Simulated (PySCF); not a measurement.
## How methods differ on the excitation energy of Ir(2+)

Ir(2+) [Xe] 4f14 5d7 (4F) → Ir(2+) [Xe] 4f14 5d6 6s1 (6D), as a difference of total energies. All numbers are calculated (PySCF 2.14, the spin-free X2C one-electron Hamiltonian (Gaussian nucleus), in ANO-RCC-VTZP (8s7p5d3f1g, 84 functions)). Correlated levels: valence and next inner shell: [Kr] 4d10 4f14 frozen. The calculations carry no spin-orbit coupling.

```json
{"method": "UHF", "excitation energy (eV)": "1.424"}
{"method": "MP2 (valence and next inner shell)", "excitation energy (eV)": "1.543"}
{"method": "SCS-MP2 (valence and next inner shell)", "excitation energy (eV)": "1.905"}
{"method": "CCSD (valence and next inner shell)", "excitation energy (eV)": "1.674"}
{"method": "CCSD(T) (valence and next inner shell)", "excitation energy (eV)": "1.697"}
```

Problem. How much does correlation contribute at CCSD(T) (valence and next inner shell)?

Solution. 1.697 − (1.424) = 0.273 eV, measured against UHF.

A first-order spin-orbit estimate (lowest level to lowest level, LS coupling) adds 0.237 eV.

The basis was made for the ground configuration and has no added diffuse functions, so the excitation energy can come out too high.
